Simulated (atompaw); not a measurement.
Cutoff test, He, PAW (atompaw)

helium (He), PAW, made with atompaw 4.2.0.5 (PBEsol, scalar-relativistic). Core none, reference 1s1 (charge +1). Waves: 1s (bound): rc 0.50 bohr; 1s channel at -2.45 Ry: rc 0.50 bohr; 2p channel at 0.05 Ry: rc 0.50 bohr; 2p channel at 1.65 Ry: rc 0.50 bohr. Local part: ultrasoft scheme with l = 2 at -0.5 Ry, radius 0.35 bohr. Core correction: none. Augmentation charge: gaussian compensation charge, radius 0.35 bohr; PAW radius 0.50 bohr; waves and projectors: custom polynom vanderbiltortho.

The pseudo-atom Hamiltonian at the reference potential is diagonalised in spherical Bessel functions j_l(qr) that vanish at 20 bohr, with q² up to the cutoff. All-electron valence levels (Ry): 1s -2.8403.

**Question.** How do the lowest levels (Ry) of each channel move with the cutoff, and are there ghosts?

**Answer.**

| cutoff (Ry) | s #1 | p #1 | p #2 | d #1 | f #1 | f #2 | Σ f·Δε (mRy) |
| --- | --- | --- | --- | --- | --- | --- | --- |
| 8 | -2.0417 | -0.3567 | -0.1297 | -0.1123 | -0.0403 | 0.0754 | 798.6 |
| 21 | -2.5072 | -0.3627 | -0.1312 | -0.1123 | -0.0403 | 0.0754 | 333.2 |
| 40 | -2.7140 | -0.3635 | -0.1314 | -0.1123 | -0.0403 | 0.0754 | 126.4 |
| 70 | -2.8071 | -0.3638 | -0.1314 | -0.1123 | -0.0403 | 0.0754 | 33.2 |
| 110 | -2.8338 | -0.3638 | -0.1314 | -0.1123 | -0.0403 | 0.0754 | 6.5 |
| 200 | -2.8403 | -0.3638 | -0.1314 | -0.1123 | -0.0403 | 0.0754 | 0.1 |
| 400 | -2.8403 | -0.3638 | -0.1314 | -0.1123 | -0.0403 | 0.0754 | 0.0 |

Result: no extra level below or beside the all-electron valence levels (s, p, d, f tested); 10 mRy is reached at 100 Ry and 1 mRy at 160 Ry.
